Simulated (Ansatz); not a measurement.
A run on C2H4BI, SMILES `C=CBI` with other settings.

```yaml
crystal:
  periodic: [false, false, false]
  atoms:
    - {symbol: C, position_ang: [0.852810, 1.052203, 0.268225]}
    - {symbol: C, position_ang: [-0.296843, 0.461992, -0.216731]}
    - {symbol: B, position_ang: [-0.387636, -1.107519, 0.000206]}
    - {symbol: I, position_ang: [-2.097475, -2.116032, -0.708690]}
    - {symbol: H, position_ang: [1.645597, 0.501765, 0.665744]}
    - {symbol: H, position_ang: [0.990076, 2.153439, 0.164366]}
    - {symbol: H, position_ang: [-1.087476, 0.947029, -0.574004]}
    - {symbol: H, position_ang: [0.473197, -1.769711, 0.370506]}
basis:
  gaussian: {orbitals: ANO-RCC-VTZP}
magnetization: {spin_polarized: false, initial_magnetization: 2}
hamiltonian: {xc: {name: B97}, pseudopotentials: {relativity: none}}
accuracy: high
output: {forces: true}
```

```sh
$ ansatz run in.yaml --threads 2 --pin off --events-out ev --progress --plain --max-ram 4352MiB
```

Shortened log:

```
Functional definition: B97
  name "B97"
  cite "Becke, J. Chem. Phys. 107, 8554 (1997) doi:10.1063/1.475007"
  parameter cx = 0.1943
  parameter cx0 = 0.8094
  parameter cx1 = 0.5073
  parameter cx2 = 0.7481
  parameter css0 = 0.1737
  parameter css1 = 2.3487
  parameter css2 = -2.4868
  parameter cos0 = 0.9454
  parameter cos1 = 0.7471
  parameter cos2 = -4.5961
  exchange = spin_sum(e_x_unif_s*poly(b97_u_x, cx0, cx1, cx2)) + cx*exact_x
  correlation = spin_sum(e_c_pw_same_spin*poly(b97_u_same, css0, css1, css2))
      + integral(e_c_pw_opposite_spin*poly(b97_u_opposite, cos0, cos1, cos2))
3948 factors; integrals over basis functions are off by at most 4.7e-9 eV
mean field evaluation 1: about -184547.9251 eV, gradient 7.1e1 eV
mean field evaluation 2: about -184548.0969 eV, gradient 7.1e1 eV
mean field evaluation 4: about -184563.4134 eV, gradient 2.4e1 eV
mean field evaluation 8: about -184565.2030 eV, gradient 1.6e0 eV
mean field evaluation 16: about -184564.7349 eV, gradient 8.6e0 eV
mean field evaluation 32: about -184564.6032 eV, gradient 9.6e0 eV
mean field evaluation 64: about -184557.0378 eV, gradient 3.3e1 eV
mean field -184565.26640434 eV, -6782.6484375287 hartree, gradient 2.8e-8 eV, S^2 2.000000; 6 other end points of the search recorded, 0 dependent functions left out
the calculation of the forces begins
reference -184565.26640847 eV, -6782.6484376806 hartree; 38, 36 occupied and 176, 178 virtual orbitals, 3948 factors
WARN: the results are in doubt because the basis set is contracted for relativity, which is off
Total energy: -184565.26640847 eV, -6782.6484376806 hartree
Atom 0 at     0.852810     1.052203     0.268225 Å, force     2.471379     4.303412     0.439325 eV/Å
Atom 1 at    -0.296843     0.461992    -0.216731 Å, force    -0.175594    -7.982604     1.282792 eV/Å
Atom 2 at    -0.387636    -1.107519     0.000206 Å, force   -21.402142    -9.431029   -10.240199 eV/Å
Atom 3 at    -2.097475    -2.116032    -0.708690 Å, force    21.138801    12.944611     8.992863 eV/Å
Atom 4 at     1.645597     0.501765     0.665744 Å, force     0.790012    -0.777541     0.569835 eV/Å
Atom 5 at     0.990076     2.153439     0.164366 Å, force     0.018368    -0.912537     0.222496 eV/Å
Atom 6 at    -1.087476     0.947029    -0.574004 Å, force    -3.133577     1.792202    -1.596967 eV/Å
Atom 7 at     0.473197    -1.769711     0.370506 Å, force     0.292753     0.063487     0.329855 eV/Å
Dipole moment:     0.312901     0.525359     0.080545 e Å
In doubt: the basis set is contracted for relativity, which is off
```

Run time 8.3 min (2 threads of an Intel Xeon Platinum 8223CL on a shared host); peak host memory 2.4 GiB.
